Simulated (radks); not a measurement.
Values are calculated unless marked as measured or tabulated.
Orbital eigenvalues (eV) of neutral potassium, [Ar] 4s1, at several levels of relativity; Dirac values are averaged over j with weights 2j + 1. Spin-unpolarised spherical Kohn-Sham, PBE, point nucleus unless stated (finite: rms radius 3.4349 fm), a radial shooting solver on a logarithmic mesh with Libxc functionals. A level marked "c x" has the speed of light scaled by that factor.

| shell | non-rel. | scalar-rel. | scalar-rel., finite nucleus | Dirac, finite nucleus | change of magnitude, last against first (%) |
|---|---|---|---|---|---|
| 1s | -3505.0 | -3522.3 | -3522.2 | -3521.8 | +0.48 |
| 2s | -350.49 | -353.41 | -353.40 | -353.35 | +0.81 |
| 2p | -279.93 | -280.12 | -280.12 | -280.06 | +0.05 |
| 3s | -35.040 | -35.343 | -35.343 | -35.340 | +0.86 |
| 3p | -18.847 | -18.814 | -18.814 | -18.812 | -0.19 |
| 4s | -2.3113 | -2.3190 | -2.3190 | -2.3190 | +0.33 |
